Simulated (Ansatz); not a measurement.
`BC[SiH2][SiH3]` from Hartree–Fock to CCSD(T)

Cartesian coordinates in Å:
```
B 1.3867 -1.2380 0.1156
C 1.5479 0.2816 0.1891
Si -0.1998 0.9126 0.6228
Si -1.8618 -0.0235 -0.7370
H 1.0735 -1.7633 -0.9156
H 1.4832 -1.9175 1.0976
H 1.7870 0.7697 -0.7596
H 2.1839 0.6601 0.9936
H -0.2079 2.3923 0.4562
H -0.5060 0.6067 2.0464
H -1.5242 0.1728 -2.1730
H -3.1708 0.6286 -0.4615
H -1.9915 -1.4821 -0.4744
```

The species carries charge 0 and has multiplicity 1. All single points use the PBE0-D4/def2-TZVP geometry. It is one conformer, not always the lowest. Frozen core, restricted reference, the Gaussian-basis code of Ansatz. CBS rows extrapolate triple and quadruple zeta; past MP2 they add the triple-zeta difference.

| basis | HF (Eh) | MP2 corr. |
| --- | --- | --- |
| def2-SVP | -645.40671 | -0.43486 |
| def2-TZVPP | -645.68379 | -0.53700 |
| def2-QZVPP | -645.70497 | -0.57265 |

**Question.** Estimate the CCSD correlation energy and the (T) correction in each basis where they were run (hartree).

**Answer.** 
```tsv
basis	CCSD corr.	(T)
def2-SVP	-0.50771	-0.01419
def2-TZVPP	-0.60623	-0.02193
CBS(def2)	-0.66830	as TZ
```
